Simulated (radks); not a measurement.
Q: Successive ionisation energies (eV) of one element, from differences of total energies of ions in their ground configurations, starting at charge 66: 7769.4, 7911.9, 8054.1, 8766.1, 8904.6, 19833.1, 20222, 20613, 21006, 21398, 21791, 23950, 24284, 97351, 98687. All-electron calculation, Dirac Kohn-Sham, PBE, spin-unpolarised, spherical densities, point nucleus; open shells are shared between the two j in proportion to 2j + 1. Program: a radial shooting solver on a logarithmic mesh with Libxc functionals. Which element is it?

A: Thallium (Z = 81). The first species listed is Tl66+ in [Ne] 3s2 3p3, the last Tl80+ in 1s1.
